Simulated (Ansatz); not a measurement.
Ansatz (a quantum-chemistry and plane-wave program) input:

Ansatz 0.2 input:
```yaml
crystal:
  periodic: [false, false, false]
  atoms:
    - {symbol: B, position_ang: [0.00144604, 0.01559745, 0.00559125]}
    - {symbol: F, position_ang: [0.11929456, 1.28674615, 0.46126244]}
    - {symbol: N, position_ang: [1.19069662, -0.70369404, -0.24118337]}
    - {symbol: N, position_ang: [-1.30154180, -0.49191464, -0.18740884]}
    - {symbol: H, position_ang: [1.22007218, -1.64802679, -0.57866949]}
    - {symbol: H, position_ang: [2.09293198, -0.29117585, -0.08569098]}
    - {symbol: H, position_ang: [-2.11378102, 0.06629200, 0.00507642]}
    - {symbol: H, position_ang: [-1.50418812, -1.41653120, -0.51988868]}
basis:
  gaussian:
    orbitals: def2-TZVPD
hamiltonian:
  xc: {name: wB97X-V}
output: {forces: true}
```

Task: What final total energy does it print?

Result: -236.78480 Eh (wB97X-V/def2-TZVPD). The basis has 187 functions.
